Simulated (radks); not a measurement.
Question: The mean radii <r> (bohr) of the occupied orbitals of an atom or ion are listed with their occupations. All-electron calculation, scalar-relativistic Kohn-Sham, SCAN, spin-unpolarised, spherical densities, finite nucleus; meta-GGA in the generalised Kohn-Sham scheme; Fermi nuclear charge, rms radius of each element as measured or else 0.836 A^(1/3) + 0.57 fm. Program: a radial shooting solver on a logarithmic mesh with Libxc functionals.

| orbital | occ. | <r> |
|---|---|---|
| 1s | 2 | 0.02666 |
| 2s | 2 | 0.1145 |
| 2p | 6 | 0.1003 |
| 3s | 2 | 0.3057 |
| 3p | 6 | 0.3039 |
| 3d | 10 | 0.2809 |
| 4s | 2 | 0.7166 |
| 4p | 6 | 0.7638 |
| 4d | 10 | 0.8704 |
| 5s | 2 | 1.713 |
| 5p | 2 | 1.934 |

Name the element and its charge.

Answer: Z = 54, xenon, charge +4: Xe4+ in [Kr] 4d10 5s2 5p2. The 1s radius gives Z: for a bare nucleus <r> = (2 gamma + 1)/(2Z) with gamma = sqrt(1 - (Z/c)^2), 0.02628 bohr for Z = 54, and screening makes it slightly larger (0.02666 here). The occupations add up to 50, and the charge is Z minus that.
